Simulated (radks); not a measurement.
The numbers below are computed, except where a source is named.
Task: Valence configurations of Ag (all share [Kr]). Level of theory: scalar-relativistic Kohn-Sham, r2SCAN, spin-polarised, spherical densities, finite nucleus; open shells are filled with parallel spins first (spin-orbit coupling, left out, can overturn this in heavy ions); meta-GGA in the generalised Kohn-Sham scheme; Fermi nuclear charge, rms radius 4.5454 fm (a radial shooting solver on a logarithmic mesh with Libxc functionals). Order these by energy: 4d9.5 5s0.5 5p1; 4d10 5p1; 4d9.5 5s1.5; 4d9.5 5p1.5; 4d10 5s0.5 5p0.5; 4d10 5s1; 4d9 5s0.5 5p1.5; 4d9 5s1 5p1; 4d9 5s2; 4d9.5 5s1 5p0.5.

Result: From the lowest, in eV above it: 4d10 5s1 0.000; 4d10 5s0.5 5p0.5 2.030; 4d9.5 5s1.5 2.123; 4d9.5 5s1 5p0.5 3.696; 4d10 5p1 4.017; 4d9 5s2 4.476; 4d9.5 5s0.5 5p1 5.970; 4d9 5s1 5p1 8.026; 4d9.5 5p1.5 8.221; 4d9 5s0.5 5p1.5 10.550. NIST lists [Kr] 4d10 5s1 as the ground configuration; this level of theory agrees among the configurations tried. The energies are those of spherical high-spin densities, not of single terms.
